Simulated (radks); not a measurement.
Spherical jellium clusters: N electrons in a uniform positive sphere of charge N and radius rs N^(1/3), rs = 2.86 bohr. Calculated with a radial shooting solver with Libxc functionals: non-relativistic Kohn-Sham, LDA (Slater exchange, Perdew-Wang correlation), spin-polarised, spherical densities. Levels are named by radial order and angular momentum (1s, 1p, 1d, 2s, ...), and open shells are averaged over m. Each electron was tried in the lowest free levels, single moves between levels near the top were tried too, and the lowest total energy was kept; such a search can miss a lower state. Energies include the self-energy of the background; IP and EA are vertical (highest electron removed, lowest free level filled), at fixed background; spill-out counts the electrons outside the background radius R, and alpha is the static dipole polarisability from linear response (closed shells only). A dash means not computed or, for alpha, an open shell; in EA it means that no bound solution was reached, which is typical of self-interaction and does not show that the anion is unstable. Real open-shell clusters deform, which this model forbids.

N	open shells	2S	E(N+1) + E(N-1) - 2E(N) (eV)	spill-out (e)	alpha/R^3
1	1s(up 1, down 0)	1	-	0.50	-
2	none	0	1.858	0.71	1.994
3	1p(up 1, down 0)	1	-0.881	1.09	-
4	1p(up 2, down 0)	2	-0.728	1.32	-
5	1p(up 3, down 0)	3	0.337	1.49	-
6	1p(up 3, down 1)	2	-0.591	1.66	-
7	1p(up 3, down 2)	1	-0.445	1.80	-
8	none	0	2.131	1.91	1.663
9	1d(up 1, down 0)	1	-0.399	2.15	-
10	1d(up 2, down 0)	2	-0.363	2.33	-
11	1d(up 3, down 0)	3	-0.323	2.49	-
12	1d(up 4, down 0)	4	-0.286	2.62	-
13	1d(up 5, down 0)	5	0.417	2.74	-
14	1d(up 5, down 0) 2s(up 1, down 0)	6	-0.235	3.02	-
15	1d(up 5, down 2)	3	-0.286	2.99	-
16	1d(up 5, down 3)	2	-0.226	3.09	-
17	1d(up 5, down 4)	1	-0.200	3.19	-
18	none	0	0.258	3.28	1.503
19	2s(up 1, down 0)	1	0.216	3.48	-
20	none	0	1.116	3.72	1.555
21	1f(up 1, down 0)	1	-0.207	3.85	-
22	1f(up 2, down 0)	2	-0.193	3.96	-
23	1f(up 3, down 0)	3	-0.179	4.07	-
24	1f(up 4, down 0)	4	-0.167	4.17	-
25	1f(up 5, down 0)	5	-0.155	4.26	-
26	1f(up 6, down 0)	6	-0.145	4.34	-
27	1f(up 7, down 0)	7	0.411	4.42	-
28	1f(up 7, down 1)	6	-0.157	4.51	-
29	1f(up 7, down 2)	5	-0.145	4.60	-
30	1f(up 7, down 3)	4	-0.135	4.69	-
31	1f(up 7, down 4)	3	-0.126	4.76	-
32	1f(up 7, down 5)	2	-0.118	4.84	-
33	1f(up 7, down 6)	1	-0.110	4.91	-
34	none	0	0.496	4.98	1.394
35	2p(up 1, down 0)	1	-0.065	5.18	-
36	2p(up 2, down 0)	2	-0.055	5.37	-
37	2p(up 3, down 0)	3	0.264	5.56	-
38	2p(up 3, down 1)	2	-0.064	5.78	-
39	2p(up 3, down 2)	1	-0.055	5.99	-
40	none	0	0.569	6.19	1.497
41	1g(up 1, down 0)	1	-0.114	6.25	-
42	1g(up 2, down 0)	2	-0.108	6.31	-
43	1g(up 3, down 0)	3	-0.103	6.37	-
44	1g(up 4, down 0)	4	-	6.43	-

All shells are closed at N = 2, 8, 18, 20, 34, 40 (there: 1s2 1p6 1d10 2s2 1f14 2p6); the second difference of the energy has clear peaks (12 % above both neighbours; the first and last values, which can be the largest, are not judged, and half-filled shells can peak too) at N = 5, 8, 13, 18, 20, 27, 34, 37, 40.
